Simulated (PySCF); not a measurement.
Two species compared at the same levels of theory.

First species: C₄H₁₀O₂SSi₂.
InChI=1S/C4H10O2SSi2/c1-2-3-6-4(5)9-7-8/h2H,1,3,9H2,8H3

Second species: C5H16N2Si.
SMILES: `C[SiH](N(C)C)N(C)C`

Levels: PBE0/pcSseg-1 for HOMO energy, LUMO energy and HOMO–LUMO gap. Geometries: GFN2-xTB. Each structure is a single optimised conformer of the isolated species, non-relativistic unless stated; the electronic structure was computed with PySCF and density fitting.

The conformers computed, where there is a choice (atom-mapped SMILES and torsion angles):
- `[CH3:1][N:2]([CH3:3])[SiH:4]([CH3:5])[N:6]([CH3:7])[CH3:8]`: C1–N2–Si4–C5 -173°, N2–Si4–N6–C7 -52°

The conformers of `C=CCOC(=O)[SiH2]S[SiH3]` aren't listed.

```json
{"property": "HOMO energy", "column X": "-6.09 eV", "column Y": "-7.25 eV"}
{"property": "LUMO energy", "column X": "1.29 eV", "column Y": "-0.91 eV"}
{"property": "HOMO–LUMO gap", "column X": "7.38 eV", "column Y": "6.34 eV"}
```

**Question.** Which column belongs to which species?

**Answer.** Column X is the second species and column Y the first. The first has 19 atoms and 94 electrons, the second 24 and 74.

**Question.** How does each property change from the first species to the second?

**Answer.** HOMO energy +1.16 eV; LUMO energy +2.20 eV; HOMO–LUMO gap +1.04 eV.

